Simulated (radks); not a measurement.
The numbers below are computed, except where a source is named.
Question: Coherent X-ray form factor from a spherical all-electron density. Code: a radial shooting solver on a logarithmic mesh with Libxc functionals. Model: scalar-relativistic Kohn-Sham, PBE, spin-unpolarised, spherical densities, finite nucleus; Fermi nuclear charge, rms radius of each element as measured or else 0.836 A^(1/3) + 0.57 fm.

sin(theta)/lambda (1/angstrom),f0 (electrons)
0.05,50.120
0.1,47.819
0.15,44.815
0.2,41.710
0.25,38.792
0.3,36.121
0.4,31.422
0.5,27.462
0.6,24.243
0.8,19.793
1,16.975
1.25,14.213
1.5,11.713
2,7.916

The species is in the configuration that NIST lists as its ground one. Which atom or ion scatters so?

Answer: The tellurium ion Te+, [Kr] 4d10 5s2 5p3. Extrapolating in s^2 from the first two rows gives f0(0) = 50.9, near the electron count 51; among species with that count, the fall with angle is slower the higher Z, and the table is that of Z = 52; from so few rows the species is fixed only to a neighbour or two.
